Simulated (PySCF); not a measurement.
PySCF job for Se(SiH3)(OSiH3) (H6OSeSi2), SMILES [SiH3]O[Se][SiH3], PBE/pcSseg-1. Geometry optimised at PBE0-D3(BJ)/def2-SVP. The structure was generated by enumeration, and PubChem lists no compound with its InChIKey, so it may never have been made. Other conformers were not sampled.

```python
import numpy as np
from pyscf import gto, scf, dft
from pyscf.prop.nmr import rks as nmr

mol = gto.M(
    atom='''
    Se    0.13558700    0.20800820    0.90751533
    Si    1.68585524    1.07011770   -0.53841758
    H     2.76197480    0.07414156   -0.80409471
    H     2.23755230    2.26791608    0.16223374
    H     1.03407556    1.46196252   -1.82115569
    O    -0.34290486   -1.15704874   -0.21931640
    Si   -1.78047681   -0.98198778   -1.07793757
    H    -2.94451559   -0.84765970   -0.15198094
    H    -1.90657612   -2.22419092   -1.89016886
    H    -1.72452842    0.21812288   -1.96685182
    ''',
    basis='pcSseg-1',
    charge=0,
    spin=0,
    max_memory=1600,
    verbose=3,
)
mf = dft.RKS(mol, xc='pbe')
mf.grids.level = 3
mf.conv_tol = 1e-10
mf.max_cycle = 100
mf.kernel()
n = nmr.NMR(mf)
n.verbose = 2
n.max_cycle_cphf = 60
sigma = n.kernel()
print('atom   isotropic/ppm   span/ppm')
for i, s in enumerate(sigma):
    w = np.linalg.eigvalsh((s + s.T) / 2)
    print(f'{mol.atom_symbol(i):2s}{i + 1:3d} {w.mean():14.3f} {w[2] - w[0]:11.3f}')
```

Log of the run:

```
converged SCF energy = -3058.36435483873
atom   isotropic/ppm   span/ppm
Se  1        535.374    3773.129
Si  2        388.644     119.656
H   3         26.035       9.357
H   4         26.296       8.681
H   5         25.956       8.924
O   6        429.390     208.983
Si  7        351.209     167.966
H   8         26.328       8.796
H   9         26.005       9.354
H  10         26.222       8.128
```

The run converged.
